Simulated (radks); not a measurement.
The nuclear charge of neutral selenium is varied continuously with 34 electrons held in [Ar] 3d10 4s2 4p4. Calculated with a radial shooting solver on a logarithmic mesh with Libxc functionals: scalar-relativistic Kohn-Sham, PBE, spin-polarised, spherical densities, finite nucleus; open shells are filled with parallel spins first; Fermi nuclear charge, rms radius 4.14 fm. By the Hellmann-Feynman theorem dE/dZ = E(electron-nucleus)/Z, the electronic potential at the nucleus (averaged over a nucleus of fixed radius). The scalar-relativistic energy here is not variational (the density holds large components alone), so the two differ by a part that grows with Z.

Z      E (hartree)  E(electron-nucleus)/Z (hartree)  HOMO  e(HOMO) (eV)  <r> HOMO (bohr)
33.75  -2387.05182                         -170.582    4p        -3.370            2.481
34     -2429.97348                         -172.300    4p        -5.605            2.344
34.25  -2473.32595                         -174.015    4p        -8.041            2.231
34.5   -2517.10871                         -175.729    4p       -10.664            2.135
34.75  -2561.32144                         -177.441    4p       -13.460            2.052
35     -2605.96390                         -179.153    4p       -16.421            1.979

The central difference of E at Z = 34 is -172.548 hartree, to compare with the third column; the second derivative is -6.89 hartree.
